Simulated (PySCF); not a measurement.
# A bond scan of BH3NO cation

These are calculations, not measurements. The program is PySCF 2.14.0, an open-source quantum chemistry code, run on an isolated molecule that a program drew, which may never have been made. The molecule is BH3NO cation (charge +1, singlet), drawn as the SMILES string `N[B+]O`.

The structure below is the HF double-zeta minimum with every atom moved a little at random, so it isn't optimised. Bond B2-O3 is then set to each length in the table by shifting atoms 3, 6 along it, with nothing else relaxed.
```xyz
6
BH3NO cation, angstrom
N     0.2190   -0.6075    1.7584
B    -0.9032   -0.5229    1.0438
O    -1.8990   -0.4679    0.2969
H     0.7537   -1.4577    1.8947
H     0.6225    0.2337    2.2075
H    -2.8013   -0.5634    0.5645
```

E is the energy above the same method's energy at the HF double-zeta minimum. IE is the energy to remove one electron at fixed geometry, to the doublet state of charge +2, as a difference of total energies. The basis family is cc-pVnZ, with UHF for radicals and no spin-orbit coupling. Best is HF at quadruple zeta, plus MP2 correlation extrapolated from triple and quadruple zeta, plus CCSD(T) minus MP2 at triple zeta, with a frozen core. The other columns are at triple zeta.

```
bond (Å),E PBE (kcal/mol),E MP2 (kcal/mol),E CCSD(T) (kcal/mol),E best (kcal/mol),IE PBE (eV),IE MP2 (eV),IE CCSD(T) (eV),IE best (eV),T1
1.1700,10.06,10.04,10.00,9.17,18.375,18.473,18.367,18.521,0.012
1.2460,0.66,0.85,0.80,0.77,18.517,18.670,18.557,18.713,0.013
1.2720,?,?,?,?,?,?,?,?,?
1.4620,17.72,19.53,19.10,20.20,18.738,19.162,18.986,19.149,0.017
1.5050,24.81,27.11,26.50,27.67,18.739,19.250,19.047,19.211,0.018
```

T1 is the CCSD diagnostic of the starting molecule.

**Estimate the best E and IE at 1.2720 Å from the other rows.**

A cubic in the inverse of the bond length through the other values of E best gives 0.46 kcal/mol there. A least-squares quadratic in the bond length through IE best gives 18.776 eV. The calculation gives 0.44 kcal/mol and 18.775 eV, so the fits miss by 0.02 kcal/mol and 0.001 eV. The same recipe one zeta lower moves these two values by 0.18 kcal/mol and 0.04 eV, a gauge of their own error. The rest of the row: E is 0.00 (PBE), 0.31 (MP2), 0.25 (CCSD(T)); IE is 18.559 (PBE), 18.734 (MP2), 18.618 (CCSD(T)); T1 is 0.014.
